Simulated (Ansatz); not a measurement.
`[F][SnH2][SH]`. Total charge 0; spin multiplicity 1. Sn: def2 effective core potential.

| atom | x (Å) | y (Å) | z (Å) |
| --- | --- | --- | --- |
| F1 | -1.6809 | -0.8765 | 0.7223 |
| Sn2 | 0.1125 | -0.5500 | 0.1075 |
| S3 | 0.5184 | 1.7863 | 0.3094 |
| H4 | 1.1151 | -1.3816 | 1.1942 |
| H5 | 0.0838 | -1.0568 | -1.5137 |
| H6 | -0.1488 | 2.0786 | -0.8196 |

(1) List the harmonic frequencies (cm⁻¹, unscaled) at PBE0-D4/def2-TZVP in Ansatz. (Estimate.)

(2) Is this a minimum?

(3) Give the ideal-gas thermochemistry at 298.15 K and 1 bar (rigid rotor, harmonic oscillator; point group C1, symmetry number 1).

(4) And at 400, 500, 600, 800 and 1000 K?

(5) Rotational constants (cm⁻¹)?

Results:

(1) Computed: 136, 161, 370, 389, 525, 605, 646, 671, 730, 1974, 1995, 2714.

(2) Yes, all 12 modes are real.

(3) Zero-point energy 65.3 kJ/mol; H(298) − E = 82.2 kJ/mol; entropy 322.4 J/(mol·K), of which translation 173.1, rotation 109.5, vibration 39.8; G(298) − E = -13.9 kJ/mol.

(4) 
```csv
T (K),H − E (kJ/mol),S (J/mol/K),G − E (kJ/mol)
400,91.1,348.0,-48.1
500,100.7,369.2,-84.0
600,110.8,387.6,-121.8
800,132.2,418.5,-202.5
1000,155.0,443.8,-288.9
```

(5) 0.302, 0.09191, 0.07417.
